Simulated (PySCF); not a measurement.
Si(All)(H)3 (C₃H₈Si), SMILES [SiH3]CC=C.

Geometry optimised at B3LYP-D3(BJ)/def2-SVP. The values are those of a single conformer.

Two levels are set side by side: TDA-PBE/def2-SVPD (PySCF) and TDA-ωB97X/def2-SVPD (PySCF). Vertical, same geometry. The lowest singlet is HOMO→LUMO+1 99 % with PBE and HOMO→LUMO 52 %, HOMO→LUMO+1 21 %, HOMO→LUMO+2 14 % with the other functional; states are paired by order. Differences are taken from unrounded values.

```
quantity                               TDA-PBE
-------------------------------------  -------
lowest singlet excitation (eV)            5.97
lowest triplet excitation (TDA) (eV)      4.26
first bright state (f over 0.05) (eV)     6.56
its oscillator strength                   0.19
```

These are the TDA-PBE values. What does TDA-ωB97X give? (An estimate is asked for; the answer gives what the named calculation found.)


```json
[
 {"quantity": "lowest singlet excitation (eV)", "TDA-ωB97X": "7.28", "TDA-PBE minus TDA-ωB97X": "-1.32"},
 {"quantity": "lowest triplet excitation (TDA) (eV)", "TDA-ωB97X": "4.31", "TDA-PBE minus TDA-ωB97X": "-0.05"},
 {"quantity": "first bright state (f over 0.05) (eV)", "TDA-ωB97X": "7.28", "TDA-PBE minus TDA-ωB97X": "-0.73"},
 {"quantity": "its oscillator strength", "TDA-ωB97X": "0.21", "TDA-PBE minus TDA-ωB97X": "-0.02"}
]
```

Functionals without exact exchange tend to place singlet excitations lower, as here. Differences between two approximate levels are no errors against the true value.

Rough cost on one machine, each run with all the roots and properties that it gave: TDA-ωB97X against TDA-PBE about 4 times.
